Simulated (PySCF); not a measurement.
I₃Sn (SMILES [I][Sn]([I])[I]), doublet, at a GFN2-xTB geometry (such geometries of metal compounds can be far from the true shape) (the spin is typed, not shown lowest) (core potentials on I, Sn); DF-TPSS/def2-SV(P) in PySCF.

Here is a job for PySCF.
```python
from pyscf import gto, scf, dft

mol = gto.M(
    atom='''
Sn    0.196530    0.571490    0.381762
I     2.431866   -0.564879   -0.827202
I    -0.997166   -1.308867    2.051792
I    -1.620106    1.334605   -1.584742
''',
    basis='def2-sv(p)',
    ecp={'I': 'def2-sv(p)', 'Sn': 'def2-sv(p)'},
    charge=0,
    spin=1,
    verbose=4,
)

mf = dft.ROKS(mol)
mf.xc = 'tpss'
mf = mf.density_fit(auxbasis='def2-universal-jkfit')
mf.kernel()
```

Q: Predict the main parts of the log of this PySCF run.

A: 
```
PySCF version 2.14.0

[INPUT] verbose = 4
[INPUT] num. atoms = 4
[INPUT] num. electrons = 97
[INPUT] charge = 0
[INPUT] spin (= nelec alpha-beta = 2S) = 1
[INPUT] symmetry False subgroup None
[INPUT] Mole.unit = angstrom
[INPUT] Symbol           X                Y                Z      unit          X                Y                Z       unit  Magmom
[INPUT]  1 Sn     0.196530000000   0.571490000000   0.381762000000 AA    0.371387875261   1.079959582928   0.721425624766 Bohr   0.0
[INPUT]  2 I      2.431866000000  -0.564879000000  -0.827202000000 AA    4.595560711642  -1.067466603518  -1.563185229692 Bohr   0.0
[INPUT]  3 I     -0.997166000000  -1.308867000000   2.051792000000 AA   -1.884370640728  -2.473400163481   3.877324944574 Bohr   0.0
[INPUT]  4 I     -1.620106000000   1.334605000000  -1.584742000000 AA   -3.061556632765   2.522037934475  -2.994728358095 Bohr   0.0

nuclear repulsion = 532.256396144529
number of shells = 40
number of NR pGTOs = 244
number of NR cGTOs = 104
basis = def2-sv(p)
ecp = {'I': 'def2-sv(p)', 'Sn': 'def2-sv(p)'}

******** <class 'pyscf.df.df_jk.DFROKS'> ********
method = DFROKS
initial guess = minao
damping factor = 0
level_shift factor = 0
DIIS = <class 'pyscf.scf.diis.CDIIS'>
diis_start_cycle = 1
diis_space = 8
diis_damp = 0
SCF conv_tol = 1e-09
SCF conv_tol_grad = None
SCF max_cycles = 50
direct_scf = False
num. doubly occ = 48  num. singly occ = 1
XC library pyscf.dft.libxc version 7.1.2
    S. Lehtola, C. Steigemann, M. J. T. Oliveira, and M. A. L. Marques,  SoftwareX 7, 1–5 (2018)
XC functionals = tpss
    J. Tao, J. P. Perdew, V. N. Staroverov, and G. E. Scuseria,  Phys. Rev. Lett. 91, 146401 (2003)
    J. P. Perdew, J. Tao, V. N. Staroverov, and G. E. Scuseria,  J. Chem. Phys. 120, 6898 (2004)
    J. Tao, J. P. Perdew, V. N. Staroverov, and G. E. Scuseria,  Phys. Rev. Lett. 91, 146401 (2003)
    J. P. Perdew, J. Tao, V. N. Staroverov, and G. E. Scuseria,  J. Chem. Phys. 120, 6898 (2004)
radial grids:
    Treutler-Ahlrichs [JCP 102, 346 (1995); DOI:10.1063/1.469408] (M4) radial grids

becke partition: Becke, JCP 88, 2547 (1988); DOI:10.1063/1.454033
pruning grids: <function nwchem_prune>
grids dens level: 3
symmetrized grids: False
atomic radii adjust function: <function treutler_atomic_radii_adjust>
small_rho_cutoff = 0
Set gradient conv threshold to 3.16228e-05
tot grids = 87832
init E= -989.753789974206
  HOMO = -1.86619660103675  LUMO = -1.70469916695956  gap/eV = 4.39457
cycle= 1 E= -1102.61050899594  delta_E= -113  |g|= 5.55  |ddm|= 11.8
  HOMO = 0.0486288776594107  LUMO = 0.148019953945759  gap/eV = 2.70457
cycle= 2 E= -1103.65135750528  delta_E= -1.04  |g|= 4.22  |ddm|= 10.3
  HOMO = -0.252065205945174  LUMO = -0.151152340341803  gap/eV = 2.74598
cycle= 3 E= -1106.94044706733  delta_E= -3.29  |g|= 0.629  |ddm|= 4.79
  HOMO = -0.214042897237886  LUMO = -0.108882859868044  gap/eV = 2.86155
cycle= 4 E= -1106.83976026942  delta_E= 0.101  |g|= 0.698  |ddm|= 2.07
  HOMO = -0.203164829405824  LUMO = -0.0882419132757049  gap/eV = 3.12721
cycle= 5 E= -1107.0786721357  delta_E= -0.239  |g|= 0.246  |ddm|=  1.6
  HOMO = -0.21337532628918  LUMO = -0.107975179128813  gap/eV = 2.86808
cycle= 6 E= -1107.1077025293  delta_E= -0.029  |g|= 0.0776  |ddm|= 0.507
  HOMO = -0.219379166185959  LUMO = -0.113855745469454  gap/eV = 2.87144
cycle= 7 E= -1107.10931442751  delta_E= -0.00161  |g|= 0.0565  |ddm|= 0.215
  HOMO = -0.218630854497045  LUMO = -0.111854534582797  gap/eV = 2.90553
cycle= 8 E= -1107.11092108528  delta_E= -0.00161  |g|= 0.00897  |ddm|= 0.103
  HOMO = -0.218338859514922  LUMO = -0.111940682708688  gap/eV = 2.89524
cycle= 9 E= -1107.11096943541  delta_E= -4.84e-05  |g|= 0.00224  |ddm|= 0.0204
  HOMO = -0.218345413388946  LUMO = -0.112011136639035  gap/eV = 2.89350
cycle= 10 E= -1107.11097154618  delta_E= -2.11e-06  |g|= 0.00112  |ddm|= 0.00436
  HOMO = -0.218369087421933  LUMO = -0.112048433610754  gap/eV = 2.89313
cycle= 11 E= -1107.11097205755  delta_E= -5.11e-07  |g|= 0.000679  |ddm|= 0.00296
  HOMO = -0.218380481218709  LUMO = -0.1120643756364  gap/eV = 2.89301
cycle= 12 E= -1107.11097232664  delta_E= -2.69e-07  |g|= 0.000121  |ddm|= 0.00143
  HOMO = -0.218385442557691  LUMO = -0.112068867817576  gap/eV = 2.89302
cycle= 13 E= -1107.110972335  delta_E= -8.36e-09  |g|= 5.2e-05  |ddm|= 0.000396
  HOMO = -0.218385412142958  LUMO = -0.112070857084572  gap/eV = 2.89297
cycle= 14 E= -1107.11097233635  delta_E= -1.35e-09  |g|= 1.41e-05  |ddm|= 0.000107
  HOMO = -0.218384626216175  LUMO = -0.112069850910301  gap/eV = 2.89297
cycle= 15 E= -1107.11097233643  delta_E= -8.14e-11  |g|= 3.15e-06  |ddm|= 2.35e-05
  HOMO = -0.218384852073929  LUMO = -0.112070333545899  gap/eV = 2.89297
Extra cycle  E= -1107.11097233642  delta_E= 1e-11  |g|= 5.1e-06  |ddm|= 1.1e-05
converged SCF energy = -1107.11097233642
```
